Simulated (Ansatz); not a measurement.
```csv
atom,x (Å),y (Å),z (Å)
N,0.0436,-0.0227,-1.2037
N,-0.0394,0.0049,-0.0379
O,-0.0400,0.0017,1.0748
```

Basis set: 6-31G (spherical functions). Left uncorrelated: 3 orbitals. Charge 0, multiplicity 1.

Computed with Ansatz (development build ahead of 0.2.0); each method stands on the lowest determinant of its kind that the runs found. Restricted open shells among the atoms or ions are ROHF, correlated in semicanonical orbitals with singles.

The atomization energy at this shape (free ground-state atoms in the same class of orbitals less the molecule, no zero-point energy) of singlet N₂O:

```
 method  atomization energy
RHF-MP2             7.76 eV
```

Task: What does RHF give?

Result: -0.25 eV.

This basis has no polarisation functions and is too small for such energies, which can lie far from measured ones in either direction.
